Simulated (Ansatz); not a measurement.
ClFGeH$_{4}$Si, SMILES `[F][GeH2][SiH2]Cl`. Total charge 0; spin multiplicity 1.

```xyz
8

F     0.001    0.511    2.267
Ge   -0.689   -0.351    0.913
Si    0.516    0.360   -1.023
Cl    2.425   -0.398   -0.949
H    -0.520   -1.845    1.233
H    -2.178    0.042    0.884
H    -0.146   -0.157   -2.247
H     0.592    1.839   -1.078
```

(1) List the harmonic frequencies (cm⁻¹, unscaled) at PBE0-D4/def2-TZVP in Ansatz. (Best estimate.)

(2) Is this a minimum?

(3) Give the ideal-gas thermochemistry at 298.15 K and 1 bar (rigid rotor, harmonic oscillator; point group C1, symmetry number 1).

(4) And at 400, 500, 600, 800 and 1000 K?

Results:

(1) The calculation gave: 36, 95, 148, 337, 411, 488, 556, 656, 679, 693, 768, 813, 859, 930, 2144, 2162, 2230, 2249.

(2) Yes, all 18 modes are real.

(3) Zero-point energy 97.2 kJ/mol; H(298) − E = 117.6 kJ/mol; entropy 360.5 J/(mol·K), of which translation 172.1, rotation 118.0, vibration 70.4; G(298) − E = 10.1 kJ/mol. Modes under 100 cm⁻¹ are hindered rotations or soft bends, so the harmonic entropy is rough.

(4) 
```tsv
T (K)	H − E (kJ/mol)	S (J/mol/K)	G − E (kJ/mol)
400	128.8	392.7	-28.3
500	141.1	420.1	-68.9
600	154.4	444.4	-112.2
800	183.2	485.6	-205.3
1000	214.0	520.0	-306.0
```
